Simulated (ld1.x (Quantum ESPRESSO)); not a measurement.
# Al (Z = 13) TM: all-electron and pseudo phase curves

* Element: Al
* Generator: ld1.x (Quantum ESPRESSO) 7.5
* Type: norm-conserving Troullier–Martins (Kleinman–Bylander form)
* Functional: LDA (PZ)
* Relativity: non-relativistic
* Frozen core: [Ne]
* Valence charge: 3
* Reference configuration: 3s2 3p1
* Partial waves: 3s (bound): rc 1.85 bohr; 3d channel at 0.05 Ry: rc 1.65 bohr; 3p (bound): rc 2.15 bohr
* Local potential: the p channel
* Core correction: a·sin(br)/r model core inside 1.05 bohr

The phase is arctan(r·u′/u) with u = r·R(r), unwrapped; energies in Ry, scanned from -3 to 5 Ry. A pole is an energy at which the radial function vanishes at the test radius. The pseudo phase is shifted by a multiple of π to meet the all-electron one at the reference energy, and phase errors are pseudo minus all-electron; the curves can meet again beyond the range given. Levels narrower than the energy grid can be missing from the lists of poles.

```json
{"channel": "s", "radius (bohr)": "2.35", "reference energy (Ry)": "-0.57", "poles, all-electron": "1.40", "poles, pseudo": "1.40", "unbroken range about the reference energy with phases within 0.05 rad": "below 4.4", "phase error 1 Ry above the reference energy (rad)": "-0.001"}
{"channel": "p", "radius (bohr)": "2.35", "reference energy (Ry)": "-0.21", "poles, all-electron": "2.22", "poles, pseudo": "2.11", "unbroken range about the reference energy with phases within 0.05 rad": "below 3.6", "phase error 1 Ry above the reference energy (rad)": "-0.008"}
{"channel": "d", "radius (bohr)": "2.35", "reference energy (Ry)": "0.05", "poles, all-electron": "2.87", "poles, pseudo": "3.00", "unbroken range about the reference energy with phases within 0.05 rad": "below 4.1", "phase error 1 Ry above the reference energy (rad)": "+0.013"}
```

Phases in the s channel:

```tsv
E (Ry)	all-electron	pseudo
-3.00	1.256	1.256
-2.76	1.234	1.233
-2.52	1.206	1.206
-2.28	1.171	1.171
-2.04	1.126	1.125
-1.80	1.064	1.063
-1.56	0.975	0.975
-1.32	0.839	0.838
-1.08	0.612	0.612
-0.84	0.226	0.226
-0.60	-0.315	-0.315
-0.36	-0.784	-0.784
-0.12	-1.073	-1.073
0.12	-1.243	-1.244
0.36	-1.352	-1.352
0.60	-1.426	-1.427
0.84	-1.481	-1.482
1.08	-1.524	-1.525
1.32	-1.560	-1.561
1.56	-1.590	-1.591
1.80	-1.617	-1.619
2.04	-1.642	-1.644
2.28	-1.666	-1.668
2.52	-1.690	-1.693
2.76	-1.715	-1.718
3.00	-1.741	-1.746
3.24	-1.770	-1.777
3.48	-1.803	-1.813
3.72	-1.842	-1.857
3.96	-1.891	-1.912
4.20	-1.953	-1.988
4.44	-2.038	-2.098
4.68	-2.161	-2.270
4.92	-2.350	-2.562
```
